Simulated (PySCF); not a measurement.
Job file and geometry (Å, from GFN2-xTB) of an NMR shielding run on `C#CC[C@@H](C)N[SiH3]`, C₅H₁₁NSi, GIAO PBE0/pcSseg-1 NMR shielding, non-relativistic, gas phase (PySCF 2.14.0, density-fitted response routines); density fitting, a coarse starting grid and PySCF grid level 2 are the driver's defaults:

```
$ OMP_NUM_THREADS=1 python probes_run.py task.json out

{"job": {"kind": "nmr", "xc": "PBE0", "basis": "pcSseg-1"}, "charge": 0, "multiplicity": 1}
C      2.566631     1.346149    -1.044848
C      2.083200     0.337512    -0.618604
C      1.443923    -0.854946    -0.103111
C      0.024822    -0.550434     0.418116
C      0.079839     0.432124     1.590243
N     -0.790202    -0.065185    -0.668519
Si    -2.489100    -0.263967    -0.775894
H      3.016121     2.216530    -1.419789
H      1.375059    -1.594065    -0.905613
H      2.052164    -1.271124     0.704110
H     -0.424762    -1.488156     0.763536
H     -0.928112     0.658808     1.929404
H      0.642608     0.009403     2.419457
H      0.561054     1.356927     1.277333
H     -0.371947     0.751139    -1.091893
H     -2.735100    -1.698492    -0.613655
H     -2.826290     0.232747    -2.106638
H     -3.288665     0.451348     0.234708
```

Task: Write the output of this run.

Result: 
```
coarse grid: 14936 points
cycle   1  E = -540.7611370583  dE =  6.910e-01  |g| = 4.979e-01  |ddm| = 3.828e+00
cycle   2  E = -540.7472274380  dE =  1.391e-02  |g| = 5.653e-01  |ddm| = 1.115e+00
cycle   3  E = -540.8197080228  dE = -7.248e-02  |g| = 9.288e-02  |ddm| = 6.252e-01
cycle   4  E = -540.8214051354  dE = -1.697e-03  |g| = 2.668e-02  |ddm| = 1.017e-01
cycle   5  E = -540.8215540799  dE = -1.489e-04  |g| = 9.267e-03  |ddm| = 2.966e-02
cycle   6  E = -540.8215682472  dE = -1.417e-05  |g| = 5.499e-03  |ddm| = 1.050e-02
cycle   7  E = -540.8215755333  dE = -7.286e-06  |g| = 7.701e-04  |ddm| = 4.249e-03
final grid: 138056 points
cycle   8  E = -540.8629193324  dE = -4.186e-05  |g| = 8.008e-03  |ddm| = 4.489e-02
cycle   9  E = -540.8629086965  dE =  1.064e-05  |g| = 1.043e-02  |ddm| = 1.744e-02
cycle  10  E = -540.8629342220  dE = -2.553e-05  |g| = 2.199e-03  |ddm| = 1.039e-02
cycle  11  E = -540.8629353499  dE = -1.128e-06  |g| = 4.777e-04  |ddm| = 1.736e-03
cycle  12  E = -540.8629353994  dE = -4.955e-08  |g| = 1.655e-04  |ddm| = 4.619e-04
cycle  13  E = -540.8629354054  dE = -6.033e-09  |g| = 3.631e-05  |ddm| = 1.596e-04
cycle  14  E = -540.8629354057  dE = -2.758e-10  |g| = 9.098e-06  |ddm| = 3.953e-05
converged SCF energy = -540.8629354057

GIAO shielding tensors (ppm)
atom      isotropic    diamagn.    paramagn.     s11        s22        s33       span
  0 C      108.614     257.673    -149.060     29.587     38.909    257.345    227.758
  1 C      100.587     265.524    -164.937      3.578      7.288    290.895    287.317
  2 C      155.456     246.745     -91.289    144.394    147.539    174.436     30.043
  3 C      135.675     243.478    -107.803    119.279    132.585    155.161     35.882
  4 C      163.134     248.451     -85.317    143.865    159.002    186.535     42.670
  5 N      231.682     324.975     -93.293    197.994    225.208    271.844     73.850
  6 Si     409.334     880.552    -471.218    364.132    383.825    480.045    115.913
  7 H       30.262      34.335      -4.073     24.658     25.145     40.983     16.325
  8 H       29.052      28.154       0.898     24.221     27.952     34.983     10.763
  9 H       29.380      27.917       1.462     24.515     27.796     35.828     11.313
 10 H       28.885      32.511      -3.626     25.720     27.831     33.104      7.384
 11 H       30.379      31.072      -0.692     25.772     29.325     36.041     10.269
 12 H       30.847      30.413       0.434     26.487     27.788     38.266     11.778
 13 H       30.006      31.312      -1.306     26.038     30.442     33.538      7.500
 14 H       31.019      35.596      -4.576     21.526     32.087     39.445     17.920
 15 H       27.162      29.725      -2.564     23.353     25.757     32.376      9.023
 16 H       27.096      29.355      -2.258     23.341     25.336     32.612      9.271
 17 H       26.862      29.434      -2.572     22.722     25.216     32.649      9.927
```

Task: Turn these shieldings into chemical shifts. References, each an isolated molecule treated in the same way: TMS for 13C (σref 186.93), 29Si (σref 349.16), 1H (σref 31.72); 15N (σref 267.73) vs NH3.

Result: Averaging equivalent atoms: C 1: 86.3; C 0: 78.3; C 3: 51.2; C 2: 31.5; C 4: 23.8; N 5: 36.0; Si 6: -60.2; H 15/16/17: 4.68; H 10: 2.83; H 8: 2.66; H 9: 2.34; H 7: 1.46; H 11/12/13: 1.31; H 14: 0.70 ppm. Experimental scales use liquid or dissolved standards, which lie at an offset from isolated NH3 (liquid NH3: subtract about 20 ppm).

Size and cost of the density-fitted run: 181 basis functions, 30 s wall time on 1 thread of an Arm Neoverse V1, shared host; peak memory 0.82 GiB.
